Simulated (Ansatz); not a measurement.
Born–Oppenheimer molecular dynamics of H6SSn (8 atoms, charge 0, multiplicity 1). It starts at the highest image of a converged band. Of that band: Beside the main top the profile has a ripple of under 15 meV (maxima at images 3, 7), which may be a very shallow well or noise. Neighbouring images differ by up to 1.7 eV, so the band resolves the path poorly. A vibrational analysis at the climbing image gives one clearly imaginary mode, 1383i cm⁻¹: a first-order saddle point.

Method: RKS B3LYP/def2-SVP in Ansatz 0.2.0.

| Item | Value |
| --- | --- |
| ensemble | NVE (velocity Verlet) |
| time step | 0.5 fs |
| steps asked | 200 |
| starting velocities drawn for | 100 K |
| seed | 8307 |

Frames 2.5 fs apart, positions in Å.

Velocities at 30 fs (Å/ps):

```
Sn 3.76 -0.04 -0.62
H 17.98 -14.22 -50.35
H -15.94 8.83 -54.87
H -30.83 -4.01 3.65
H -11.56 -1.94 35.49
S -10.85 0.20 1.30
H -3.19 5.00 -0.74
H -54.45 4.70 98.75
```

```xyz
8
Properties=species:S:1:pos:R:3 time_fs=30 energy_less_start_eV=-1.339 T=1823
Sn -0.134 0.022 -0.240
H 0.100 -0.039 1.533
H 1.399 -0.343 -1.063
H -0.573 1.569 -1.012
H -1.161 -1.216 -0.871
S -2.954 0.015 0.977
H -2.813 -1.328 0.996
H -2.550 0.145 2.312
8
Properties=species:S:1:pos:R:3 time_fs=32.5 energy_less_start_eV=-1.053 T=1458
Sn -0.125 0.022 -0.242
H 0.147 -0.071 1.393
H 1.353 -0.318 -1.187
H -0.647 1.542 -0.985
H -1.185 -1.222 -0.782
S -2.982 0.016 0.983
H -2.822 -1.318 0.997
H -2.704 0.150 2.501
8
Properties=species:S:1:pos:R:3 time_fs=35 energy_less_start_eV=-1.027 T=1426
Sn -0.115 0.022 -0.245
H 0.209 -0.098 1.296
H 1.291 -0.287 -1.282
H -0.713 1.490 -0.925
H -1.198 -1.234 -0.698
S -3.009 0.018 0.994
H -2.831 -1.318 1.005
H -2.893 0.137 2.519
8
Properties=species:S:1:pos:R:3 time_fs=37.5 energy_less_start_eV=-1.447 T=1961
Sn -0.105 0.022 -0.249
H 0.304 -0.123 1.319
H 1.221 -0.252 -1.351
H -0.778 1.438 -0.846
H -1.202 -1.253 -0.623
S -3.038 0.021 1.012
H -2.841 -1.321 1.022
H -3.101 0.107 2.373
8
Properties=species:S:1:pos:R:3 time_fs=40 energy_less_start_eV=-1.252 T=1717
Sn -0.095 0.022 -0.255
H 0.424 -0.143 1.414
H 1.156 -0.216 -1.404
H -0.852 1.418 -0.761
H -1.194 -1.278 -0.558
S -3.067 0.024 1.030
H -2.857 -1.315 1.046
H -3.320 0.075 2.229
8
Properties=species:S:1:pos:R:3 time_fs=42.5 energy_less_start_eV=-1.451 T=1967
Sn -0.085 0.021 -0.260
H 0.542 -0.148 1.480
H 1.113 -0.183 -1.451
H -0.936 1.438 -0.673
H -1.172 -1.305 -0.500
S -3.095 0.026 1.041
H -2.879 -1.300 1.074
H -3.587 0.053 2.293
8
Properties=species:S:1:pos:R:3 time_fs=45 energy_less_start_eV=-1.168 T=1607
Sn -0.075 0.020 -0.265
H 0.637 -0.135 1.464
H 1.096 -0.150 -1.502
H -1.014 1.472 -0.578
H -1.139 -1.332 -0.447
S -3.125 0.029 1.053
H -2.904 -1.292 1.107
H -3.860 0.032 2.388
8
Properties=species:S:1:pos:R:3 time_fs=47.5 energy_less_start_eV=-1.154 T=1590
Sn -0.065 0.019 -0.269
H 0.703 -0.105 1.360
H 1.095 -0.115 -1.552
H -1.063 1.487 -0.473
H -1.097 -1.357 -0.399
S -3.157 0.032 1.069
H -2.933 -1.299 1.145
H -4.058 0.010 2.346
8
Properties=species:S:1:pos:R:3 time_fs=50 energy_less_start_eV=-1.541 T=2083
Sn -0.054 0.018 -0.273
H 0.751 -0.063 1.202
H 1.093 -0.075 -1.591
H -1.072 1.464 -0.365
H -1.051 -1.381 -0.357
S -3.194 0.034 1.091
H -2.967 -1.306 1.187
H -4.152 -0.009 2.156
8
Properties=species:S:1:pos:R:3 time_fs=52.5 energy_less_start_eV=-1.371 T=1868
Sn -0.044 0.018 -0.278
H 0.817 -0.016 1.069
H 1.077 -0.029 -1.615
H -1.046 1.411 -0.264
H -1.005 -1.404 -0.323
S -3.232 0.036 1.114
H -3.006 -1.297 1.227
H -4.198 -0.025 1.907
8
Properties=species:S:1:pos:R:3 time_fs=55 energy_less_start_eV=-1.504 T=2035
Sn -0.034 0.017 -0.283
H 0.943 0.030 1.030
H 1.045 0.021 -1.630
H -1.011 1.356 -0.175
H -0.959 -1.428 -0.295
S -3.267 0.038 1.135
H -3.047 -1.280 1.264
H -4.381 -0.045 1.764
8
Properties=species:S:1:pos:R:3 time_fs=57.5 energy_less_start_eV=-1.454 T=1973
Sn -0.025 0.016 -0.289
H 1.111 0.070 1.054
H 1.001 0.075 -1.648
H -0.995 1.335 -0.098
H -0.913 -1.452 -0.271
S -3.299 0.040 1.154
H -3.086 -1.274 1.300
H -4.667 -0.067 1.690
```

Of the whole run (100 fs, mean temperature of the second half 1934 K): The conserved energy stayed within 0.52 meV per atom of its start (net change 0.15 meV per atom), so the integration is sound. The kinetic energy rose, since the run started high on the potential surface and went downhill. It ends in pieces (H2S + H4Sn), so much of that is their flight and rotation, not heat. A run of 0.1 ps of so small a system gives no equilibrium averages. The orbitals stay closed-shell, which can raise the energy where a bond breaks towards radicals; this wasn't checked here.

Run time: 6.1 min on 1 thread of Intel(R) Xeon(R) 6975P-C (Granite Rapids), on a shared host, peak memory 0.15 GiB.
